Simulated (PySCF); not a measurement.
Computed shifts of a molecule C2H8ClNSi, PBE/pcSseg-1 run with PySCF, GIAO, gas phase, atoms alike by connectivity averaged where their shifts nearly agree, in ppm (number of nuclei): ¹³C: 5.0 (2). ²⁹Si: 24.5 (1). ¹⁵N: 48.8 (1). ¹H: 1.10 (2), 0.64 (6). References: ¹³C against TMS (σ = 182.0 ppm); ²⁹Si against TMS (σ = 335.4 ppm); ¹⁵N against NH3 (σ = 267.0 ppm); ³⁵Cl against HCl (σ = 936.5 ppm); ¹H against TMS (σ = 31.49 ppm), references at their B3LYP-D3(BJ)/def2-TZVP geometries, non-relativistic (without spin–orbit terms, shifts of atoms bonded to Cl or Br come out too high). The structure is a stationary point at B3LYP-D3(BJ)/def2-SVP. The values are those of a single conformer.

### Question
Pick the molecule that these values belong to.
(A) C[Si](C)(N)Cl
(B) CN(C)[SiH2]Cl
(C) CNC[SiH2]Cl
(D) C[C@H](N)[SiH2]Cl

### Answer
A, C[Si](C)(N)Cl
